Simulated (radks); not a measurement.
Q: These are the eigenvalues of the occupied orbitals of an atom or ion with whole-number occupations (eV). All-electron calculation, Dirac Kohn-Sham, PBE, spin-unpolarised, spherical densities, finite nucleus; Fermi nuclear charge, rms radius of each element as measured or else 0.836 A^(1/3) + 0.57 fm. Program: a radial shooting solver on a logarithmic mesh with Libxc functionals.

1s1/2: -49887.37
2s1/2: -9463.242
2p1/2: -9066.498
2p3/2: -8414.350
3s1/2: -3168.802
3p1/2: -3000.881
3p3/2: -2859.693
3d3/2: -2577.478
3d5/2: -2545.913

Which element is it, and in what charge state? The configuration may be excited. Open shells, if any, fill j = l - 1/2 first.

A: Z = 63, europium, charge +36: Eu36+ in [Ar] 3d9. The list shows which subshells hold electrons but not how many an open one holds; the 1s level, -1833.3 hartree, gives Z - s = 60.6 by -(Z - s)^2/2, which with screening and relativity narrows Z to a few neighbours, and the depths of the outer levels then fix element, charge and occupations together.
